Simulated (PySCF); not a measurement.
## Circular dichroism: `N#C[C@H]1C[C@H](F)C[C@H]1F`, C6H7F2N

Molfile (atoms numbered from 1):
```
C6H7F2N
     RDKit          3D

 16 16  0  0  0  0  0  0  0  0999 V2000
    3.0568   -0.9047   -1.3740 N   0  0  0  0  0  0  0  0  0  0  0  0
    2.1321   -0.6904   -0.7392 C   0  0  0  0  0  0  0  0  0  0  0  0
    0.9704   -0.4073    0.0656 C   0  0  1  0  0  0  0  0  0  0  0  0
    0.5719    1.0762    0.0585 C   0  0  0  0  0  0  0  0  0  0  0  0
   -0.8515    1.0532    0.6123 C   0  0  2  0  0  0  0  0  0  0  0  0
   -0.8011    1.1097    1.9935 F   0  0  0  0  0  0  0  0  0  0  0  0
   -1.4539   -0.2941    0.1864 C   0  0  0  0  0  0  0  0  0  0  0  0
   -0.3094   -1.1041   -0.4318 C   0  0  1  0  0  0  0  0  0  0  0  0
   -0.3857   -1.0203   -1.8054 F   0  0  0  0  0  0  0  0  0  0  0  0
    1.1656   -0.7359    1.0927 H   0  0  0  0  0  0  0  0  0  0  0  0
    1.2287    1.6923    0.6701 H   0  0  0  0  0  0  0  0  0  0  0  0
    0.5683    1.4559   -0.9636 H   0  0  0  0  0  0  0  0  0  0  0  0
   -1.4482    1.9166    0.3053 H   0  0  0  0  0  0  0  0  0  0  0  0
   -1.8625   -0.8003    1.0600 H   0  0  0  0  0  0  0  0  0  0  0  0
   -2.2484   -0.1658   -0.5466 H   0  0  0  0  0  0  0  0  0  0  0  0
   -0.3408   -2.1721   -0.1951 H   0  0  0  0  0  0  0  0  0  0  0  0
  1  2  3  0
  2  3  1  0
  3  4  1  0
  4  5  1  0
  5  6  1  0
  5  7  1  0
  7  8  1  0
  8  9  1  0
  8  3  1  0
  3 10  1  1
  4 11  1  0
  4 12  1  0
  5 13  1  6
  7 14  1  0
  7 15  1  0
  8 16  1  6
M  END
```

Level of theory: TDDFT B3LYP/def2-SVPD circular dichroism and optical rotation, one conformer, gas phase (PySCF 2.14.0). Geometry: GFN2-xTB.

States above about 9.1 eV lie in this functional's continuum (it starts at minus the energy of the highest occupied orbital, well below the true ionisation energy for most functionals) and depend on the basis.

(1) What are the CIP labels of the stereocentres?

(2) Which excitations and rotatory strengths does the calculation give?

## Answers

(1) C3 R, C5 S, C8 R.

(2) Rotatory strengths R in 10⁻⁴⁰ esu² cm², velocity form and length form (origin at the centre of mass); f in length form.
```
state  E (eV)  λ (nm)       f  R (velocity)  R (length)                                    main
    1    7.75     160  0.0006          +2.5        +2.6    HOMO→LUMO+3 0.23, HOMO−1→LUMO+1 0.21
    2    7.98     155   0.007          +1.2        +1.2      HOMO−1→LUMO+1 0.28, HOMO→LUMO 0.26
    3    8.02     155   0.008          -4.2        -4.2    HOMO→LUMO+1 0.26, HOMO−1→LUMO+3 0.22
    4    8.40     148   0.006          -3.7        -4.1        HOMO→LUMO 0.48, HOMO→LUMO+3 0.31
    5    8.52     145   0.007          -0.5        -0.5    HOMO−1→LUMO 0.68, HOMO−1→LUMO+2 0.09
    6    8.67     143   0.002          -2.5        -2.5      HOMO−2→LUMO 0.35, HOMO→LUMO+1 0.29
    7    8.68     143   0.011          -8.4        -8.1      HOMO−2→LUMO 0.60, HOMO→LUMO+2 0.16
    8    8.85     140   0.003          -4.9        -4.8  HOMO−2→LUMO+1 0.60, HOMO−1→LUMO+1 0.14
    9    8.95     139   0.010         +42.1       +40.5    HOMO−3→LUMO 0.64, HOMO−1→LUMO+2 0.14
   10    8.97     138   0.003         +15.3       +15.7  HOMO−2→LUMO+1 0.21, HOMO−1→LUMO+1 0.19
   11    9.07     137   0.034         -23.9       -23.6    HOMO−4→LUMO 0.28, HOMO−4→LUMO+1 0.15
   12    9.15     135   0.005          +7.4        +7.5  HOMO−2→LUMO+2 0.46, HOMO−3→LUMO+1 0.26
```

Among the states computed, the strongest CD band (largest |R|) is state 9. The largest dissymmetry factor in size, g = 4R/(D+G), with D and G the electric and magnetic dipole strengths, is +0.056 for state 9 (velocity form, f = 0.010), among bands with |R| over 0.5. The mirror image has the same energies and oscillator strengths and all R with the opposite sign.
